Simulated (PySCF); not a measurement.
## Mayer bond orders and bond lengths

C5H12O2Si2.
SMILES with atom numbers: `[CH3:1]/[C:2]([SiH3:3])=[C:4](/[CH3:5])[SiH2:6][O:7][CH:8]=[O:9]` (hydrogens: H10, H11, H12 on C1; H13, H14, H15 on Si3; H16, H17, H18 on C5; H19, H20 on Si6; H21 on C8)

Structure used (GFN2-xTB), in Å, numbered top down from 1:
```xyz
21
C5H12O2Si2 angstrom
C      1.762   -1.666   -0.022
C      1.302   -0.242    0.060
Si     2.708    1.032    0.024
C      0.005    0.076    0.160
C     -0.467    1.503    0.221
Si    -1.373   -1.219    0.230
O     -2.773   -0.487    0.803
C     -3.565    0.281    0.111
O     -3.423    0.593   -1.034
H      2.366   -1.912    0.851
H      0.929   -2.362   -0.076
H      2.390   -1.805   -0.901
H      3.977    0.300    0.007
H      2.624    1.863   -1.181
H      2.678    1.876    1.222
H     -1.015    1.681    1.146
H      0.362    2.205    0.168
H     -1.147    1.704   -0.607
H     -1.266   -2.196    1.311
H     -1.663   -1.829   -1.065
H     -4.420    0.623    0.726
```

Bond orders from the PBE0/pcSseg-1 density (PySCF). Geometry: GFN2-xTB, one conformer, isolated molecule.

(1) How far do the computed orders between heavy atoms stray from the drawn ones?

(2) Set the Mayer orders of the bonds between heavy atoms beside their lengths.

Results:

(1) The largest departure is 0.202, at Si6–O7 (drawn single, 0.798). Drawn single, order above 1.12: O7–C8 (1.122). Drawn single, order below 0.88: C2–Si3 (0.853), C4–Si6 (0.857) and Si6–O7 (0.798).

(2) 
| bond | drawn as | length (Å) | Mayer order |
| --- | --- | --- | --- |
| C1–C2 | single | 1.499 | 1.075 |
| C2–Si3 | single | 1.898 | 0.853 |
| C2–C4 | double | 1.339 | 1.859 |
| C4–C5 | single | 1.504 | 1.076 |
| C4–Si6 | single | 1.892 | 0.857 |
| Si6–O7 | single | 1.680 | 0.798 |
| O7–C8 | single | 1.303 | 1.122 |
| C8–O9 | double | 1.195 | 1.939 |

By pair of heavy elements: C–C: lowest C1–C2 and C4–C5 (1.075, 1.499 Å), highest C2–C4 (1.859, 1.339 Å). C–Si: all 2 within 0.02 of one another (0.853 to 0.857). C–O: lowest O7–C8 (1.122, 1.303 Å), highest C8–O9 (1.939, 1.195 Å). Bonds named together lie within 0.004.

Q: And the bonds to hydrogen?

A: C–H: 0.93 to 0.95 (7 bonds); H–Si: 0.94 to 0.95 (5 bonds).

Q: Sum the orders of all bonds at each heavy atom with more than one neighbour and set the sums beside the valence in the SMILES.

A: C1 3.913 (drawn 4), C2 3.787 (drawn 4), Si3 3.697 (drawn 4), C4 3.792 (drawn 4), C5 3.900 (drawn 4), Si6 3.526 (drawn 4), O7 1.920 (drawn 2), C8 3.993 (drawn 4). Orders between atoms that aren't bonded are not in these sums.

For a closed shell the Mayer order of atoms A and B is Σ (PS)μν (PS)νμ over the basis functions μ on A and ν on B, with P the density and S the overlap matrix.

These values come from a run that also computed NMR shieldings. The run took 55 s on an Arm Neoverse V2 with one thread, shared host with 192 logical CPUs at a one-minute load of 86, and the process peaked at 1.1 GiB of memory.
